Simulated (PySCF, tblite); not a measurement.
Isomers of C4H8F3O2P, one GFN2-xTB conformer each. Single-point energies are computed at PBE0/pcSseg-1 (PySCF, gas phase, no added dispersion term), electronic only.

Question: Rank them by PBE0/pcSseg-1 energy, lowest first (kJ/mol).
A. `[CH3:1][CH2:2][P@:3](=[O:4])([OH:5])[CH2:6][C:7]([F:8])([F:9])[F:10]` with C1–C2–P3–O4 -178°, C2–P3–O5–H 122°, C2–P3–C6–C7 -79°
B. `[CH3:1][CH:2]([CH3:3])[P@:4](=[O:5])([OH:6])[C:7]([F:8])([F:9])[F:10]` with C1–C2–P4–O5 60°, C2–P4–O6–H 146°

Answer: A (0.0), B (44.1).

GFN2-xTB itself gives, in the same order: 0.0, 22.6. Both levels put the same isomer lowest.

Question: Which frontier levels, dipoles and rotational constants go with these structures?

Answer: 
```
                  SMILES  HOMO (eV, PBE0/pcSseg-1)  LUMO (eV)  dipole (D)       A, B, C (MHz)
  CC[P@](=O)(O)CC(F)(F)F                     -8.17       0.89        3.89  1689, 849.1, 719.8
CC(C)[P@](=O)(O)C(F)(F)F                     -8.44       0.72        3.01  1651, 940.5, 812.0
```

Question: What happens when harmonic zero-point energies from GFN2-xTB frequencies are added?

Answer: 
| SMILES | ZPE (kJ/mol) | electronic (kJ/mol) | with ZPE (kJ/mol) |
| --- | --- | --- | --- |
| CC[P@](=O)(O)CC(F)(F)F | 325.8 | 0.0 | 0.0 |
| CC(C)[P@](=O)(O)C(F)(F)F | 325.9 | 44.1 | 44.2 |

The zero-point energies span 0.1 kJ/mol. The order is unchanged.
